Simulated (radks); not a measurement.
Values are calculated unless marked as measured or tabulated.
Task: The mean radii <r> (bohr) of the occupied orbitals of an atom or ion are listed with their occupations. Level of theory: Dirac Kohn-Sham, LDA (Slater exchange, Perdew-Wang correlation), spin-unpolarised, spherical densities, finite nucleus; Fermi nuclear charge, rms radius of each element as measured or else 0.836 A^(1/3) + 0.57 fm (a radial shooting solver on a logarithmic mesh with Libxc functionals).

orbital  occ.      <r>
1s1/2       2  0.04543
2s1/2       2   0.1926
2p1/2       2   0.1638
2p3/2       1   0.1671

Name the element and its charge. Open shells, if any, fill j = l - 1/2 first.

Result: Z = 33, arsenic, charge +26: As26+ in [He] 2s2 2p3. The 1s radius gives Z: for a bare nucleus <r> = (2 gamma + 1)/(2Z) with gamma = sqrt(1 - (Z/c)^2), 0.04456 bohr for Z = 33, and screening makes it slightly larger (0.04543 here). The occupations add up to 7, and the charge is Z minus that.
